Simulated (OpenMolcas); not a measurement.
**Predicting a hybrid from its neighbours: InNH4**

InNH4 has 6 atoms, charge 0, and is taken as a singlet. As SMILES, `[NH2][InH2]`. The shape is that of a PBE0-D4/def2-TZVP optimisation.

The HOMO–LUMO gap y, in eV, basis def2-SVP with a core potential; a is the functional's share of exact exchange. Programs: OpenMolcas 26.06.

| functional | program | a | y (eV) |
| --- | --- | --- | --- |
| BLYP | OpenMolcas | 0 | 3.79 |
| r2SCAN | OpenMolcas | 0 | 4.36 |
| TPSSh | OpenMolcas | 0.1 | 4.83 |
| B3LYP | OpenMolcas | 0.2 | ? |
| PBE0 | OpenMolcas | 0.25 | 5.84 |
| BHLYP | OpenMolcas | 0.5 | 7.70 |

Fit y = c + s·a to the known rows and predict B3LYP.


1. Means of the 5 rows: a = 0.1700, y = 5.304.
2. Σ(Δa)² = 0.178, Σ(Δa·Δy) = 1.2846, so the slope is 1.2846/0.178 = 7.2169.
3. Intercept: 5.304 − (7.2169) × 0.1700 = 4.077. The largest residual of the fit is 0.29.
4. B3LYP: 4.077 + (7.2169) × 0.2 = 5.52 eV.

The run gave 5.35 eV, so the prediction is off by +0.17 eV, within the scatter of the fit. Exact exchange lowers occupied levels and raises empty ones. The rows mix families of semi-local functionals, which the line can't see.
